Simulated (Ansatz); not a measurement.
Basis-set series for H₇O₃ScSi₂, SMILES `[OH][Sc]([O][SiH3])[O][SiH3]`. The species carries charge 0 and has multiplicity 1. All single points use the PBE0-D4/def2-TZVP geometry. It is one conformer, not always the lowest.

| functional | basis | functions | energy (Eh) | HOMO (eV) | LUMO (eV) |
| --- | --- | --- | --- | --- | --- |
| PBE0-D4 | def2-SVP | 144 | -1568.70723 | -8.13 | -1.76 |
| PBE0-D4 | def2-QZVPP | 614 | -1569.34803 | -8.33 | -1.94 |
| ωB97M-V | def2-SVP | 144 | -1569.21348 | -10.39 | -0.28 |
| ωB97M-V | def2-QZVPP | 614 | -1569.85768 | -10.63 | -0.50 |

Task: Give the rows for def2-TZVPP. (Estimate.)

Result: Computed: 
```json
{"functional": "PBE0-D4", "basis": "def2-TZVPP", "functions": "339", "energy (Eh)": "-1569.29939", "HOMO (eV)": "-8.32", "LUMO (eV)": "-1.94"}
{"functional": "ωB97M-V", "basis": "def2-TZVPP", "functions": "339", "energy (Eh)": "-1569.81289", "HOMO (eV)": "-10.62", "LUMO (eV)": "-0.47"}
```

Scalar relativity is left out up to krypton.
